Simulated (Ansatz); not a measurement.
Program: Ansatz. Geometries: PBE0-D4/def2-TZVP. ΔE: electronic, gas phase. CBS: MP2 limit from def2 TZ/QZ plus the TZ coupled-cluster correction, frozen cores. DFT in def2-TZVPP. One conformer a species, not always the lowest.

Consider the ligand exchange at the Si–S bond: `C[SiH](F)S[SiH](O)O` + `C[SiH](O)O` → `C[SiH](O)O[SiH](O)O` + `C[SiH](F)S`.

CCSD(T)/CBS gives -15.0 kcal/mol.

**Question.** Another level gave -14.7 kcal/mol. Which?
A. PBE/def2-TZVPP
B. PBE0/def2-TZVPP
C. ωB97X-V/def2-TZVPP
D. CCSD(T)/def2-TZVPP

**Answer.** C. ωB97X-V -14.7, CCSD(T)/def2-TZVPP -15.8, PBE0 -12.8, PBE -11.2 kcal/mol.

Largest T1 diagnostic among the species: 0.012.

From PBE to PBE0 (25 % exact exchange), in def2-TZVPP and without D4, ΔE moves by −1.6 kcal/mol. In def2-TZVPP, CCSD(T) changes the Hartree–Fock value by +4.9 kcal/mol (the triples alone add +1.1 kcal/mol) and MP2 by +6.3 kcal/mol. The D4 term adds +0.9 kcal/mol with B3LYP and +0.4 kcal/mol with PBE0; it sums over pairs of atoms, weighted by their polarisabilities, and B3LYP, whose exchange is more repulsive, gets the larger term.

B3LYP here is the variant with VWN-RPA as its local correlation; programs differ in this.
